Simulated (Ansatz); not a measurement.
A structure relaxed at PBE0-D4/def2-SVP in Ansatz, charge 0, singlet:

```tsv
atom	x (Å)	y (Å)	z (Å)
Hf1	0.550	0.648	0.490
Hf2	-0.287	-0.116	-2.233
Te3	0.466	0.257	3.035
Te4	-2.073	0.937	-0.494
Te5	1.345	-1.727	-0.798
```

Question: Give its formula and point group.

Answer: the cluster Hf₂Te₃. Point group Cs (tolerance 0.1 Å).

Question: Summarise the bond lengths by kind (pairs closer than 1.2 times the sum of covalent radii, bridged metal pairs left out).

Answer: 5 × Hf–Te 2.58 to 2.82 Å.

In the def2 sets Hf, Te take a core potential; there is no spin–orbit coupling. The restricted singlet is unstable towards broken spin symmetry at other levels; at PBE0-D4/def2-SVP this wasn't settled. Another isomer (singlet) lies 1.95 eV lower at PBE0-D4/def2-TZVP; other spin states weren't run for this one.
